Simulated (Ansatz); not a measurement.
Geometry optimisation, UKS PBE0/def2-SVP (Ansatz 0.2.0).

input.yaml

```yaml
crystal:
  periodic: [false, false, false]
  atoms:
    - { symbol: Zn, position_ang: [-0.6921, -0.892, -0.8922] }
    - { symbol: H, position_ang: [0.5216, -1.6512, 0.5249] }
    - { symbol: Cl, position_ang: [-2.0491, 0.3102, -2.155] }
    - { symbol: H, position_ang: [0.7705, -0.7543, 0.8614] }
    - { symbol: C, position_ang: [0.4475, 0.5521, 0.511] }
    - { symbol: H, position_ang: [-0.6252, 0.4736, 0.6582] }
    - { symbol: H, position_ang: [0.8011, 0.5166, -0.5167] }
    - { symbol: H, position_ang: [0.8257, 1.445, 1.0084] }
magnetization:
  spin_polarized: true
basis:
  gaussian: { orbitals: def2-SVP }
hamiltonian:
  xc: pbe0
relax:
  f_tol: 0.15
  max_steps: 25
  restrain:
    - { distance: [0, 4], at: 3.28, k: 30.0 }
    - { distance: [3, 1], at: 1.92, k: 30.0 }
    - { distance: [0, 1], at: 1.53, k: 30.0 }
    - { distance: [3, 4], at: 1.07, k: 30.0 }
```

Command:

```bash
$ ansatz run input.yaml --threads 2 --pin off --max-ram 3072MiB --backend cpu --events-out ev --progress --plain --runs-dir out
```

Problem. Where does it end, and by what steps?

Solution. The forces met the threshold. The restraints hold the end off the free minimum. After 9 steps the energy has fallen by 3.161 eV (the restraints' own energy left out); Cl3 moved furthest, 0.95 Å. Parted: Zn1–C5. Joined: Zn1–H2, H4–C5.

```tsv
step	energy less start (eV)	largest force component (eV/Å)	accepted
0	0.0000	3.885	yes
1	-1.2095	5.639	yes
2	-1.8787	4.863	yes
3	-2.3832	3.259	yes
4	-2.4321	3.648	yes
5	-2.8109	1.885	yes
6	-2.9866	0.660	yes
7	-3.0844	0.555	yes
8	-3.1352	0.449	yes
9	-3.1610	0.519	yes
```

```xyz
8
Properties=species:S:1:pos:R:3
Zn -1.002 -1.412 -1.066
H 0.041 -1.966 -0.095
Cl -2.418 -0.538 -2.369
H 0.636 -0.312 0.708
C 0.678 0.776 0.710
H -0.338 1.182 0.593
H 1.298 1.118 -0.132
H 1.106 1.152 1.650
```

Run time: 12 s on 2 threads of AMD EPYC 9R45 96-Core Processor (Zen 5), on a shared host, peak memory 0.28 GiB.
